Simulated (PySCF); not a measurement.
C5H4F2O. Atoms are numbered in the order given.

```xyz
12

C      3.4203     0.1135     0.0000
C      2.1128     0.0316     0.0000
C      0.8135    -0.0838     0.0000
C     -0.2285    -1.1853     0.0000
C     -1.1985     0.0033     0.0000
F     -1.9837     0.1386    -1.0786
F     -1.9837     0.1386     1.0786
O     -0.1567     0.9416     0.0000
H      3.9951     0.1524     0.9341
H      3.9951     0.1524    -0.9341
H     -0.2743    -1.8043     0.9059
H     -0.2743    -1.8043    -0.9059
```

Coordinates come from a B3LYP-D3(BJ)/def2-SVP optimisation. This is a generated structure with no PubChem entry under its InChIKey; it may be hypothetical.

Calculation: ωB97X/def2-TZVP (PySCF).

Isolated molecule, no solvent.

Q: Estimate the frontier levels, gap, dipole moment. (The exact figures need the calculation; the answer reports its results.)

A: 
```yaml
highest_occupied_level: -9.50 eV
lowest_empty_level: 1.37 eV
orbital_gap: 10.87 eV
dipole_moment: 3.06 D
quadrupole, principal values (traceless, Buckingham form, about the centre of nuclear charge): -2.18, -2.12, 4.29 D·Å
```
